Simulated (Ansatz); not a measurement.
Molecule: C$_{5}$H$_{9}$O (charge 0, doublet). It need not be the lowest isomer of its formula. 
Structure (B3LYP-D3(BJ)/def2-TZVP (Ansatz, a program for electronic structure) minimum search):
```xyz
15

C     -2.2653     0.0916     0.1462
C     -1.2001    -0.4463    -0.8210
C     -0.0577     0.4877    -1.0090
C      1.3409     0.1067    -0.7022
C      1.6649    -0.1239     0.7658
O      0.8832    -0.0576     1.6756
H     -1.8331     0.2515     1.1335
H     -3.0970    -0.6101     0.2366
H     -2.6659     1.0431    -0.2098
H     -0.8348    -1.4112    -0.4590
H     -1.6807    -0.6452    -1.7899
H     -0.2698     1.5138    -1.2839
H      1.6263    -0.8364    -1.1982
H      2.0628     0.8463    -1.0666
H      2.7297    -0.3861     0.9528
```
Charge 0, spin multiplicity 2.

Dipole moments at this geometry, in debye (magnitudes).

| level | program | dipole (D) |
|---|---|---|
| SVWN5/def2-TZVPD | Ansatz | 2.33 |
| PBE/def2-TZVPD | Ansatz | 2.28 |
| revPBE/def2-TZVPD | Ansatz | 2.26 |
| r2SCAN/def2-TZVPD | Ansatz | 2.39 |
| B97M-V/def2-TZVPD | Ansatz | 2.34 |
| PBE0/def2-TZVPD | Ansatz | 2.44 |
| BHLYP/def2-TZVPD | Ansatz | 2.60 |
| r2SCANh/def2-TZVPD | Ansatz | 2.43 |
| r2SCAN0/def2-TZVPD | Ansatz | 2.50 |
| HSE06/def2-TZVPD | Ansatz | 2.43 |
| wB97M-V/def2-TZVPD | Ansatz | 2.43 |
| wB97X-V/def2-TZVPD | Ansatz | ? |
| CCSD(T)/aug-cc-pVDZ | Ansatz | ? |

Problem. Complete the blanks.

Solution. 
- wB97X-V/def2-TZVPD, dipole (D): 2.48
- CCSD(T)/aug-cc-pVDZ, dipole (D): 2.31
